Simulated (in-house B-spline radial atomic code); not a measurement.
Settings and results of a run for Mn8+. Level of theory: non-relativistic TPSSh, spin-polarised, spherical fractional occupations, point nucleus; calculated with a B-spline radial code for spherical atoms.

Command:
```bash
python run_scf.py task.json out
```
Settings:
```
Z                25
configuration    [Ne] 3s2 3p5
hamiltonian      nr
method           tpssh
spin_polarised   True
```

Output (hartree, bohr):
```
 radial grid: 43 intervals, B-splines of order 8, outer radius 7.931 bohr

 iter        energy (Eh)    residual
    1       -1129.168472    3.75e-02
    2       -1129.170391    1.13e-03
    3       -1129.170392    5.68e-04
    4       -1129.170393    2.89e-04
    5       -1129.170393    1.26e-05
    6       -1129.170393    2.60e-06
    7       -1129.170393    1.60e-07

 total energy                     -1129.17039
 kinetic                            1128.4968
 electron-nucleus                  -2570.0270
 Hartree                             358.8268
 exact exchange                       -4.5370
 exchange-correlation                -41.9301

 orbital      occ     eigenvalue          <r>       <r^2>       <1/r>       r_max
 1s up      1.000      -241.9606    0.0615336  0.00507778      24.526     0.04053
 1s down    1.000      -241.9361    0.0615294  0.00507704     24.5272     0.04053
 2s up      1.000       -33.9281     0.281145   0.0931963     5.24345      0.2346
 2s down    1.000       -33.9124     0.281073   0.0931222     5.24312      0.2347
 2p up      3.000       -29.9919      0.24738   0.0750759     5.18043      0.1892
 2p down    3.000       -29.9640     0.247412    0.075075     5.17893      0.1893
 3s up      1.000        -9.0151     0.784844    0.701366     1.80292      0.7093
 3s down    1.000        -8.9106      0.78673    0.704986     1.79795      0.7101
 3p up      3.000        -7.8073     0.794894     0.72913     1.71879      0.7071
 3p down    2.000        -7.6857     0.797778    0.734864     1.71302      0.7085
```

Time taken, with all properties: 0.2 s on 1 thread of Arm Neoverse V1, with other jobs on the host.

Caution: exact exchange at fractional occupations of open shells leaves self-interaction of up to several eV.
